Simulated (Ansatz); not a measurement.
Born–Oppenheimer molecular dynamics of CH3BClSi (7 atoms, charge -1, multiplicity 1). It starts from a relaxed structure.

All numbers below come from RHF/cc-pVDZ (Ansatz).

* ensemble: NVT, Langevin thermostat
* time step: 0.5 fs
* steps asked: 100
* set temperature: 400 K
* friction: 0.001 /fs
* seed: 314233

First frame:

```xyz
7
Properties=species:S:1:pos:R:3
Cl -2.215 -0.703 0.665
B -0.538 -0.542 -0.123
C 0.703 -0.318 0.634
Si 0.309 0.461 -1.575
H 1.680 -0.597 0.249
H 0.732 0.042 1.666
H -0.671 1.657 -1.516
```

How far do the bonds stretch over the last three quarters of this one trajectory? (Pairs bonded in most of those frames.)


```
  bond  mean (Å)  spread (Å)  shortest  longest
Cl1–B2     1.878       0.042      1.80     1.93
 B2–C3     1.480       0.028      1.45     1.53
B2–Si4     1.970       0.015      1.95     2.00
C3–Si4     2.297       0.030      2.23     2.35
 C3–H5     1.090       0.027      1.05     1.13
 C3–H6     1.094       0.007      1.08     1.11
Si4–H7     1.563       0.066      1.46     1.66
```

Mean temperature of the second half: 167 K. The mean temperature of the second half is 58 % below the set value. A run of 0.05 ps of so small a system gives no equilibrium averages. Limits of this set-up: an anion without diffuse functions, the dipole of an ion depends on the origin.

The run took 2.5 min on 1 thread of Arm Neoverse V1, with other jobs on the host, peak memory 0.14 GiB.
